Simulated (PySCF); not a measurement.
AlH3, SMILES [AlH3]. Geometry optimised at ωB97X-D3(BJ)/def2-TZVPD. The isomer is the one that the SMILES or the coordinates give; other isomers of the formula were not compared.

PySCF with TDA-LC-ωPBE/def2-TZVPD puts the lowest singlet excitations at 5.64, 5.64, 8.42, 8.66, 8.66, 9.05 eV.

### Question
What are the lowest excitation roots from ADC(3)/aug-cc-pVDZ run with PySCF? (An estimate is asked for; the answer gives what the named calculation found.)

### Answer
5.38, 5.38, 8.31, 8.31, 8.62, 8.62 eV. S1 differs by -0.26 eV (second minus first; roots are paired by order, and the bases may differ).
